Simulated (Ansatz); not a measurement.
CH6AsBOSi (`O[SiH]1CB[AsH]1`), relaxed with RKS PBE-D4/def2-SVP in the Gaussian-basis code of Ansatz from a rough embedded geometry. The force threshold is 0.03 eV/Å; the program also tests the step.

Charge 0, multiplicity 1.

Start:

```xyz
11

O    -0.242    2.322   -0.005
Si   -0.721    0.713    0.208
C     0.141   -0.332   -0.994
B     1.234   -1.272   -0.183
As    0.649   -0.347    1.663
H    -0.601    2.787    0.865
H    -2.159    0.424    0.368
H    -0.587   -1.087   -1.514
H     0.642    0.278   -1.823
H     2.037   -2.018   -0.463
H    -0.393   -1.468    1.876
```

**Question.** How much energy does the relaxation release, and in how many steps? (Best estimate.)

**Answer.** Computed: 1.43 eV, in 17 steps, 1 of them rejected.

**Question.** Which bonds change most? (An estimate is asked.)

**Answer.** Computed: Si2–As5 from 2.261 to 2.397 Å; C3–B4 from 1.655 to 1.559 Å; Si2–C3 from 1.811 to 1.905 Å; B4–As5 from 2.147 to 2.055 Å.

**Question.** Give the relaxed structure. (Estimate.)

**Answer.** Computed: 
```xyz
11

O    -0.651    2.247   -0.056
Si   -0.636    0.576    0.167
C     0.323   -0.261   -1.250
B     0.804   -1.289   -0.181
As    1.094   -0.282    1.586
H    -0.851    2.755    0.751
H    -2.019    0.050    0.433
H    -0.118   -0.583   -2.211
H     1.061    0.558   -1.418
H     0.708   -2.499   -0.259
H     0.285   -1.272    2.438
```
